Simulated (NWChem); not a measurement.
# CH2Cl2O2Si; SMILES Cl[Si]1(Cl)OCO1

```xyz
8

Cl     0.0000     1.6439    -1.1637
Si     0.0000     0.0000     0.0250
Cl     0.0000    -1.6439    -1.1637
O     -1.1033     0.0000     1.2805
C      0.0000     0.0000     2.1846
O      1.1033     0.0000     1.2805
H      0.0000     0.9083     2.8107
H      0.0000    -0.9083     2.8107
```
Atoms are numbered in this order, from 1.

Coordinates come from a PBE0/def2-SVP optimisation. B3LYP is NWChem's, with the RPA form of VWN correlation.

Symmetry labels are those of C2v in the frame above (b1 and b2, or b-type labels, depend on it).

List the 4 lowest vertical singlet excitations from B3LYP/def2-SVP, full TDDFT (NWChem).


| state | energy (eV) | oscillator strength | symmetry | leading excitation (squared amplitude) |
|---|---|---|---|---|
| S1 | 7.25 | 0.009 | b2 | HOMO → LUMO (0.98) |
| S2 | 7.29 | 0.000 | a2 | HOMO → LUMO+1 (0.96) |
| S3 | 7.79 | 0.000 | a2 | HOMO−1 → LUMO (0.96) |
| S4 | 8.00 | 0.005 | b2 | HOMO−1 → LUMO+1 (0.87) |
